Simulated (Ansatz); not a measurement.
Reaction (ligand exchange at a B–O bond): `BO[C](=O)[GeH3]` + H₂Se → `B[SeH]` + `O=[C](O)[GeH3]`

Calculated with Ansatz (gas phase, PBE0-D4/def2-TZVP geometries, no zero-point term in ΔE). CCSD(T)/CBS adds triple-zeta CCSD(T) − MP2 to the extrapolated MP2 energy (def2 sets, frozen cores). Functionals use def2-TZVPP. For Ge, Se outer-core shells are correlated without core-valence functions, which leaves a few kJ/mol of doubt a bond. Scalar relativity is left out up to krypton. One conformer a species, not always the lowest.

`BO[C](=O)[GeH3]`:

```xyz
10

B     0.566   -2.128    0.240
O    -0.224   -1.013    0.180
C     0.234    0.239    0.531
O     1.043    0.408    1.387
Ge   -0.679    1.671   -0.517
H     0.013   -3.163    0.028
H     1.735   -2.024    0.451
H    -2.182    1.586   -0.231
H    -0.411    1.413   -2.005
H    -0.096    3.011   -0.066
```

H₂Se:

```xyz
3

Se    0.608    0.115    0.292
H    -0.756   -0.069    0.800
H     0.147   -0.046   -1.091
```

`B[SeH]`:

Z-matrix (Å, degrees):
```
B
Se 1 1.899
H 1 1.189 2 121.0
H 1 1.191 2 115.7 3 180.0
H 2 1.470 1 97.7 3 0.0
```

`O=[C](O)[GeH3]`:

Cartesian coordinates in Å:
```
O 1.783 0.720 0.023
C 0.846 -0.001 -0.172
O 0.950 -1.173 -0.823
Ge -1.030 0.367 0.408
H 1.883 -1.280 -1.072
H -1.924 0.431 -0.837
H -1.494 -0.770 1.326
H -1.013 1.705 1.147
```

CCSD(T)/CBS gives +3.2 kcal/mol.

(1) Another level gave -0.1 kcal/mol. Which?
A. ωB97M-V/def2-TZVPP
B. revPBE/def2-TZVPP
C. CAM-B3LYP/def2-TZVPP
D. HF/def2-TZVPP

Largest T1 diagnostic among the species: 0.015.

## Answers

(1) B. revPBE -0.1, CAM-B3LYP 5.3, HF/def2-TZVPP 7.2, ωB97M-V 4.1 kcal/mol.

Leaving LDA and LC-ωPBE aside and taking each functional with its dispersion term where it has one, the values, not all of them listed here, spread over 5.1 kcal/mol, from PBE-D4 to CAM-B3LYP-D4. LDA lies +0.7 kcal/mol from PBE without D4. From BLYP to BHLYP (50 % exact exchange), in def2-TZVPP and without D4, ΔE moves by +1.9 kcal/mol.
